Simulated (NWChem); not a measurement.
Molecule: Si$_{3}$H$_{7}$, doublet; SMILES [SiH3][SiH][SiH3]

Computed with NWChem. Spin-unrestricted. In the optimisation the excess spin sits in a' (Cs, its own frame). The geometry was optimised at PBE0/def2-SVP, spin-unrestricted. No stability test was run on the SCF state. Level: PBE0/def2-SVP with SMD (1 M gas to 1 M solution), gas-phase geometry. Reactions with the solvent are ignored.

### Question
Order these by “cavity-dispersion-structure term (kcal/mol)”, lowest first: 1,4-dioxane; 1-octanol; water.

### Answer
1-octanol (-0.1), 1,4-dioxane (0.4), water (3.8)
